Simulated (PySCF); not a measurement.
C2H8FNOSi, SMILES CN(C)[SiH](O)F. Atoms are numbered in the order given.

```xyz
14

Si     0.5506    -0.5965     0.2847
O      1.0719    -1.3423    -1.0910
F      1.6756     0.3968     0.9080
N     -0.7901     0.4166    -0.0604
C     -1.0756     1.6152     0.6899
C     -1.8472    -0.0139    -0.9416
H      0.3782    -1.6936     1.2626
H      1.1952    -0.7722    -1.8568
H     -1.2793     2.4662     0.0132
H     -1.9589     1.4997     1.3482
H     -0.2144     1.8888     1.3147
H     -1.5446    -0.9163    -1.4936
H     -2.7840    -0.2467    -0.3982
H     -2.0879     0.7674    -1.6874
```
Charge 0, spin multiplicity 1.

Coordinates come from a PBE0-D3(BJ)/def2-SVP optimisation. One conformer was computed; it need not be the lowest.

Two levels are set side by side: PBE/pcSseg-1 (PySCF) and PBE0/pcSseg-1 (PySCF). GIAO shifts against CFCl3 (¹⁹F), H2O (¹⁷O), NH3 (¹⁵N), TMS (²⁹Si), TMS (¹H), TMS (¹³C) at the same level; non-relativistic, no solvent, atoms listed together averaged. Differences are taken from unrounded values.

```tsv
quantity	PBE
δ(²⁹Si) of Si1 (ppm)	-42.0
δ(¹⁷O) of O2 (ppm)	68.6
δ(¹⁹F) of F3 (ppm)	-176.5
δ(¹⁵N) of N4 (ppm)	47.4
δ(¹³C) of C5, C6 (ppm)	39.3
δ(¹H) of H7 (ppm)	5.08
δ(¹H) of H8 (ppm)	1.70
```

Q: These are the PBE values. What does PBE0 give? (The exact figures need the calculation; the answer reports its results.)

A: 
```tsv
quantity	PBE0	PBE minus PBE0
δ(²⁹Si) of Si1 (ppm)	-41.1	-0.9
δ(¹⁷O) of O2 (ppm)	59.8	8.8
δ(¹⁹F) of F3 (ppm)	-160.0	-16.6
δ(¹⁵N) of N4 (ppm)	35.4	12.0
δ(¹³C) of C5, C6 (ppm)	37.9	1.4
δ(¹H) of H7 (ppm)	4.81	0.26
δ(¹H) of H8 (ppm)	1.85	-0.14
```

Rough cost on one machine, each run with all the roots and properties that it gave: PBE0 against PBE within a factor of 2.
